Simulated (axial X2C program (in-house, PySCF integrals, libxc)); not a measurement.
## What spin–orbit coupling does to HBr⁻

Computed with an in-house all-electron X2C program for linear molecules (integrals from PySCF). Spin-free means the one-electron spin-free X2C Hamiltonian; two-component (2c) means X2C with spin–orbit coupling and atomic mean-field two-electron Coulomb and Gaunt terms, so the difference of the two also holds small scalar two-electron terms. Basis: Br dyall-acv3z [9s10p7d5f1g], H dyall-av3z [7s3p2d] (cores contracted in-house); Gaussian nuclei, density fitting, unrestricted open shells. Masses: Br 78.918 u, H 1.008 u.

Spin-free state: M_S = 1/2, Λ = 0 (beyond evenly filled blocks: σα); fragments Br- + H.

```tsv
level	Re (Å)	ωe (cm⁻¹)	De (eV)	μ (D)
PBE0	1.495	1443.2	0.309	-5.86
```

Dipoles are positive if H is the positive end and refer to the centre of mass.

Two-component determinant lowest at the distance of the search:

Ω = 1/2 (⟨Sz⟩ = 0.50, ⟨Lz⟩ = 0.00 at PBE0); fragments Br- + H.

```
level  Re (Å)  ωe (cm⁻¹)  De (eV)  μ (D)
 PBE0   1.501     1392.2    0.305  -5.80
```

(1) From the two tables, how do the constants change at the PBE0 level (2c against spin-free)?

Occupations by symmetry block were frozen at the best pattern of an incomplete PBE0 search. Dissociation energies refer to the lowest single-determinant-based atoms at the same level and basis. Density functionals use the spin component along the axis (collinear). The highest occupied level is positive at some bond lengths even in Hartree–Fock (under at least one Hamiltonian), so the basis set holds the extra electron there; where that holds at Re the anion is at best weakly bound and its constants depend on the basis.

## Answers

(1) At the PBE0 level Re goes up by 0.006 Å and ωe decreases by 51.0 cm⁻¹; De changes by -0.004 eV.
